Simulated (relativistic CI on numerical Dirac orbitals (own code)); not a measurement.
**Sensitivity of the levels of Ta¹⁷⁺ to α and to the nuclear radius**

Computed by Dirac-Coulomb-Breit CI, separate exchange-only KLI orbitals for each configuration, derivatives by finite differences, unscaled Slater integrals, QED left out (own radial code, finite nucleus).

Configuration list (outside the closed core [Ar] 3d10 4p6 4d10): 4s2 4f10, 4s2 4f9 5s, 4s2 4f8 5s2, 4s 4f11, 4f12. Levels of other configurations are missing.

With x = (α/α₀)² − 1 an excitation energy changes as ω = ω₀ + qx; K = 2q/ω₀ is the relative enhancement. Terms are leading LS components, so labels can repeat. The field-shift factor is F = δν/δ⟨r²⟩ for the transition from the lowest level.

Lowest level 4s2 4f10 5I_8.

```tsv
Level	ω₀ (cm⁻¹)	q (cm⁻¹)	K	F (GHz/fm²)
4s2 4f10 5I_7	13026.9	13660	2.1	0.754
4s2 4f10 5I_6	21169.7	18470	1.74	1.1
4s2 4f10 5I_5	26380.6	16510	1.25	1.06
4s2 4f10 5I_4	31624.1	24200	1.53	1.47
4s2 4f10 5F_5	32804.1	7038	0.429	0.821
4s2 4f10 5S_2	37355.7	483.9	0.0259	0.51
4s2 4f10 3K_8	39284.7	7396	0.377	0.673
4s2 4f10 5F_4	40719.7	10430	0.512	1.32
4s2 4f10 5S_2	45234.8	12540	0.555	1.26
4s2 4f10 5F_3	45694.3	15580	0.682	1.51
4s2 4f10 5G_6	46204.8	5748	0.249	1.53
4s2 4f9 5s 7H°_8	46522.5	-290500	-12.5	407
4s2 4f10 5F_1	48572.0	15200	0.626	1.35
```

At this charge transitions that keep the count of f electrons are usually good to a few per cent. Terms inside the open d or f shell come out 10 to 20 % too wide with unscaled integrals. Levels that differ in their count of f electrons can be misplaced by several ten thousand cm⁻¹, since the correlation energy of f electrons is missing or only estimated; rates across such gaps can be off by orders of magnitude.
